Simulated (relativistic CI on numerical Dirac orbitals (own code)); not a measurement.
**Electric-dipole transitions in Se¹⁸⁺**

These numbers are calculated, not measured: Dirac-Coulomb-Breit CI, orbitals from a KLI potential per configuration, a model potential for QED, unscaled Slater integrals (own radial code, finite nucleus).

Configurations in the expansion (outside the closed core [Ne]): 3s²3p⁴, 3s3p⁵, 3s²3p³3d, 3p⁶, 3s3p⁴3d, 3p⁵3d, 3s3p³3d², 3s²3p²3d4p, 3s²3p³4s, 3p⁵4s, 3s²3p³4p, 3p⁵4p, 3s3p³3d4s, 3s²3p²3d², 3s²3p3d³, 3s3p²3d³, 3s²3p3d²4s, 3s²3p3d²4p, 3p⁴3d², 3p³3d³, 3p³3d²4s, 3p³3d²4p. Double excitations out of closed p, d and f shells are left out; levels of such configurations are missing from the list, as are those of other unlisted configurations, and high levels can miss mixing partners.

| λ vac (Å) | Lower | Upper | A (s⁻¹) | gf | Branching (%) |
| --- | --- | --- | --- | --- | --- |
| 110.70 | 3s²3p⁴ ³P2 [1] | 3s²3p³3d ¹F°3 [40] | 9.50e+10 | 1.22e+00 | 100.0 |
| 111.20 | 3s3p⁵ ³P°2 [6] | 3s3p⁴3d ³D3 [100] | 1.70e+11 | 2.21e+00 | 93.2 |
| 111.45 | 3s²3p⁴ ³P0 [2] | 3s²3p³3d ³D°1 [44] | 1.01e+11 | 5.66e-01 | 43.7 |
| 112.07 | 3s3p⁵ ³P°2 [6] | 3s3p⁴3d ³P2 [97] | 1.26e+11 | 1.19e+00 | 85.9 |
| 112.50 | 3s²3p⁴ ¹D2 [4] | 3s²3p³3d ¹F°3 [46] | 2.44e+11 | 3.24e+00 | 99.8 |
| 112.57 | 3s²3p⁴ ³P2 [1] | 3s²3p³3d ³D°3 [39] | 1.34e+11 | 1.78e+00 | 100.0 |
| 113.54 | 3s²3p⁴ ³P1 [3] | 3s²3p³3d ³D°1 [44] | 1.23e+11 | 7.11e-01 | 52.9 |
| 113.66 | 3s²3p³3d ⁵D°4 [14] | 3s²3p²3d² ⁵P3 [144] | 1.81e+11 | 2.45e+00 | 88.3 |
| 114.38 | 3s²3p⁴ ¹D2 [4] | 3s²3p³3d ¹D°2 [45] | 1.51e+11 | 1.48e+00 | 79.0 |
| 114.46 | 3s²3p³3d ⁵D°3 [11] | 3s²3p²3d² ⁵D3 [135] | 1.55e+11 | 2.14e+00 | 68.3 |
| 114.57 | 3s²3p⁴ ³P2 [1] | 3s²3p³3d ³P°2 [37] | 1.28e+11 | 1.26e+00 | 90.0 |
| 114.81 | 3s²3p⁴ ³P0 [2] | 3s²3p³3d ³P°1 [41] | 7.13e+10 | 4.23e-01 | 35.4 |
| 114.86 | 3s²3p³3d ³G°5 [25] | 3s²3p²3d² ³G5 [176] | 1.51e+11 | 3.28e+00 | 64.0 |
| 115.00 | 3s²3p⁴ ³P2 [1] | 3s²3p³3d ³P°1 [36] | 1.71e+11 | 1.02e+00 | 81.0 |
| 115.35 | 3s²3p³3d ⁵D°4 [14] | 3s²3p²3d² ⁵D4 [136] | 1.93e+11 | 3.46e+00 | 86.5 |
| 115.46 | 3s²3p⁴ ³P1 [3] | 3s²3p³3d ³D°2 [43] | 1.53e+11 | 1.53e+00 | 72.7 |
| 115.58 | 3s²3p³3d ³D°3 [16] | 3s²3p²3d² ³D2 [156] | 1.32e+11 | 1.32e+00 | 74.1 |
| 115.83 | 3s²3p³3d ¹G°4 [24] | 3s²3p²3d² ³G4 [175] | 7.99e+10 | 1.45e+00 | 36.0 |
| 115.84 | 3s²3p³3d ⁵D°2 [10] | 3s²3p²3d² ⁵P2 [133] | 8.20e+10 | 8.24e-01 | 43.9 |
| 116.65 | 3s²3p⁴ ¹S0 [5] | 3s²3p³3d ¹P°1 [47] | 1.93e+11 | 1.18e+00 | 95.1 |
| 116.89 | 3s²3p⁴ ³P1 [3] | 3s²3p³3d ³P°0 [42] | 2.34e+11 | 4.79e-01 | 100.0 |
| 117.68 | 3s3p⁵ ³P°2 [6] | 3s3p⁴3d ³S1 [87] | 1.12e+11 | 6.98e-01 | 61.6 |
| 118.68 | 3s²3p⁴ ³P2 [1] | 3s²3p³3d ³P°2 [35] | 5.39e+10 | 5.69e-01 | 81.0 |
| 120.23 | 3s²3p³3d ³G°5 [25] | 3s²3p²3d² ³H6 [165] | 7.79e+10 | 2.19e+00 | 100.0 |
| 121.34 | 3s²3p³3d ³F°4 [34] | 3s²3p²3d² ³D3 [189] | 1.33e+11 | 2.06e+00 | 76.5 |
| 122.21 | 3s²3p⁴ ¹D2 [4] | 3s²3p³3d ³P°1 [41] | 8.03e+10 | 5.39e-01 | 39.9 |
| 126.66 | 3s²3p⁴ ¹D2 [4] | 3s²3p³3d ³S°1 [38] | 8.95e+10 | 6.46e-01 | 52.0 |
| 127.22 | 3s²3p³3d ⁵D°4 [14] | 3s²3p²3d² ⁵F5 [116] | 4.57e+10 | 1.22e+00 | 90.1 |
| 127.55 | 3s²3p³3d ³G°5 [25] | 3s²3p²3d² ³F4 [148] | 7.76e+10 | 1.70e+00 | 53.4 |
| 128.46 | 3s²3p³3d ³F°4 [34] | 3s²3p²3d² ³G5 [171] | 6.41e+10 | 1.74e+00 | 74.6 |

Terms are leading LS components. Brackets give the number of a level in order of energy, since labels repeat. The list gives strong lines, with weight on those to low levels, without lines whose two gauges differ by over a factor of 2.5, among the lowest 200 of 3392 levels, so that lines to higher ones, which can be the strongest, are missing. Levels whose partners in the same complex of configurations lie outside the list can be far off, and so can their lines. Rates are taken at the computed energies, electric ones in the length gauge.

At this charge energies of transitions that change n are usually good to better than 1 %, and those within a shell (Δn = 0) to a few per cent.

LS names give the leading component of a level, which can be under half, so a name can repeat, a term be missing and a line seem to break the LS rules.
